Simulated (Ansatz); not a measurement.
Ansatz (a first-principles code) job for Ge(I)(SiH3) (GeH3ISi), SMILES [SiH3][Ge][I] (connectivity only; charge and spin as stated), neutral, multiplicity 1, PBE0/def2-SVPD. Geometry: B3LYP-D3(BJ)/def2-SVP. The def2 effective core potentials stand for the cores of I; spin–orbit coupling is left out.

Ansatz 0.2 input:
```yaml
crystal:
  periodic: [false, false, false]
  atoms:
    - {symbol: Ge, position_ang: [1.00818758, -0.96105471, 0.00000000]}
    - {symbol: I, position_ang: [-0.22032789, 1.31854512, -0.00000000]}
    - {symbol: Si, position_ang: [-1.13151655, -2.25516267, -0.00000000]}
    - {symbol: H, position_ang: [-0.88284948, -3.73168944, -0.00000000]}
    - {symbol: H, position_ang: [-1.93027171, -1.91258687, -1.21627995]}
    - {symbol: H, position_ang: [-1.93027171, -1.91258687, 1.21627996]}
basis:
  gaussian:
    orbitals: def2-SVPD
hamiltonian:
  xc: {name: PBE0}
```

Output:

```
WARN ansatz: RAYON_NUM_THREADS=1 ignored (pool sized by the plan → 1); use --threads N
Functional definition: PBE0
integrals: 0.09 GiB planned
1275 factors; integrals over basis functions are off by at most 1.0e-3 eV
mean field: 0.68 GiB planned
mean field evaluation 1: about -72525.4800 eV, gradient 1.6e1 eV
mean field evaluation 2: about -72524.7427 eV, gradient 2.3e1 eV
mean field evaluation 4: about -72526.2948 eV, gradient 1.2e0 eV
mean field evaluation 8: about -72526.3068 eV, gradient 3.9e-2 eV
mean field evaluation 16: about -72526.3068 eV, gradient 5.3e-5 eV
mean field -72526.30684033 eV, -2665.2926162857 hartree, gradient 5.3e-5 eV, S^2 0.000000; 0 other end points of the search recorded, 0 dependent functions left out
reference -72526.30688449 eV, -2665.2926179085 hartree; 37, 37 occupied and 84, 84 virtual orbitals, 1275 factors
Total energy: -72526.30688449 eV, -2665.2926179085 hartree
```

Self-consistency was reached.

Cost: very roughly 4 core-seconds.
